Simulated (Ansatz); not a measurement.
Tuning the range parameter of LC-ωPBE so that −HOMO meets the ionisation energy; basis def2-TZVP, Ansatz. System: Ta(NH)Cl3 (TaNCl3H). Total charge 0; singlet. Geometry: PBE0-D4/def2-SVP. The ionised state is a doublet.

Geometry of the singlet:

```tsv
atom	x (Å)	y (Å)	z (Å)
Ta1	0.272	-0.055	-0.311
N2	-0.865	0.175	0.991
H3	-1.526	0.311	1.748
Cl4	0.548	1.992	-1.326
Cl5	-0.655	-1.605	-1.738
Cl6	2.226	-0.817	0.636
```

In the def2 sets Ta takes a core potential; there is no spin–orbit coupling.

```json
{"ω (1/bohr)": "0.15", "HOMO (eV)": "-9.37", "LUMO (eV)": "-1.25", "vertical IE (eV)": "10.28", "HOMO + IE (eV)": "0.90"}
{"ω (1/bohr)": "0.2", "HOMO (eV)": "-9.92", "LUMO (eV)": "-0.88", "vertical IE (eV)": "10.42", "HOMO + IE (eV)": "0.50"}
{"ω (1/bohr)": "0.3", "HOMO (eV)": "-10.78", "LUMO (eV)": "-0.43", "vertical IE (eV)": "10.64", "HOMO + IE (eV)": "-0.13"}
```

Estimate the row for 0.1 bohr⁻¹.


| ω (1/bohr) | HOMO (eV) | LUMO (eV) | vertical IE (eV) | HOMO + IE (eV) |
| --- | --- | --- | --- | --- |
| 0.1 | -8.74 | -1.75 | 10.16 | 1.41 |

Where does the tuning condition hold?

Near ω = 0.28 bohr⁻¹, by linear interpolation.
